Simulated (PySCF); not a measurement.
**Diatomics of F with group 4**

PBE with triple-zeta basis sets in PySCF, for the lowest determinant that a PBE0 search found; no spin–orbit coupling. De refers to high-spin ground-configuration atoms. A positive dipole means M(−)F(+).

```tsv
M	basis	state (unpaired electrons)	Re (Å)	ωe (cm⁻¹)	De (eV)	μ (D)
Ti	x2c-TZVPPall	quartet (σ ↑, δ ↑↑)	1.770	704	n/a	-2.93
Zr	def2-TZVPP	quartet (σ ↑, δ ↑↑)	1.883	654	n/a	-2.89
Hf	def2-TZVPPD	doublet (δ ↑)	1.865	659	n/a	-1.58
```

The shortest bond is that of TiF (1.770 Å), the longest that of ZrF (1.883 Å).

The rows differ in basis set, which adds steps of its own.

The state changes along the series, so neighbouring rows are not always alike in their bonding.

De is left out where the level can put another filling of the metal’s s and d shells below the measured ground configuration, by anything from nothing to about 1 eV. These are scalar-relativistic numbers at best; spin–orbit coupling would shift them, the dissociation energy most. The state is the lowest single determinant that the PBE0 search found; with open d or f shells the true ground state can be another one.
